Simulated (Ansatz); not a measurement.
The inner images of a band of BrH + Cl2FHOTi (8 atoms, charge 0, multiplicity 1) are given out of order.

Method: Ansatz 0.2.0, RKS PBE/def2-SVP.

First end point:

```xyz
8
Properties=species:S:1:pos:R:3
Ti -0.136 -0.226 0.059
Cl -0.148 -0.081 2.278
F 1.484 -0.122 -0.566
Cl -1.435 1.322 -0.786
O -0.781 -1.801 -0.389
H -1.663 -2.216 -0.408
Br 1.664 3.242 1.575
H 1.031 2.100 2.189
```

Last end point:

```xyz
8
Properties=species:S:1:pos:R:3
Ti 0.303 0.428 -0.686
Cl -0.832 -0.166 3.167
F 1.372 -0.064 -1.971
Cl -1.463 1.462 -1.479
O -0.191 -0.988 0.215
H -0.582 -1.028 1.127
Br 1.395 1.857 0.896
H 0.015 0.717 2.682
```

Task: Put them in order from the first end to the last, with their energies above the first end.
A.
```xyz
8
Properties=species:S:1:pos:R:3
Ti -0.011 0.112 -0.002
Cl -0.481 -0.058 2.263
F 1.503 0.092 -0.867
Cl -1.420 1.491 -0.965
O -0.597 -1.521 -0.319
H -1.249 -1.959 0.263
Br 1.547 2.441 1.336
H 0.723 1.620 2.242
```
B.
```xyz
8
Properties=species:S:1:pos:R:3
Ti 0.328 0.397 -0.523
Cl -1.013 0.158 2.896
F 1.306 0.121 -1.929
Cl -1.500 1.485 -1.046
O -0.096 -1.179 0.135
H -0.674 -1.355 0.911
Br 1.627 1.729 1.000
H 0.036 0.861 2.509
```
C.
```xyz
8
Properties=species:S:1:pos:R:3
Ti -0.102 -0.060 0.022
Cl -0.326 -0.093 2.251
F 1.508 0.029 -0.632
Cl -1.447 1.427 -0.874
O -0.690 -1.662 -0.414
H -1.456 -2.131 -0.031
Br 1.618 2.833 1.402
H 0.912 1.875 2.226
```
D.
```xyz
8
Properties=species:S:1:pos:R:3
Ti 0.125 0.279 -0.063
Cl -0.581 0.086 2.383
F 1.482 0.147 -1.141
Cl -1.390 1.534 -1.018
O -0.492 -1.375 -0.164
H -1.115 -1.842 0.425
Br 1.532 2.137 1.277
H 0.455 1.252 2.251
```
E.
```xyz
8
Properties=species:S:1:pos:R:3
Ti 0.259 0.362 -0.251
Cl -0.832 0.238 2.640
F 1.372 0.187 -1.564
Cl -1.454 1.503 -0.991
O -0.259 -1.310 -0.001
H -0.937 -1.706 0.579
Br 1.649 1.886 1.114
H 0.217 1.057 2.426
```

Result: C (+0.06 eV), A (+0.23 eV), D (+0.40 eV), E (+0.21 eV), B (-0.08 eV).

Run time: 3.7 min on 4 threads of Arm Neoverse V1, on a shared host, peak memory 0.24 GiB.
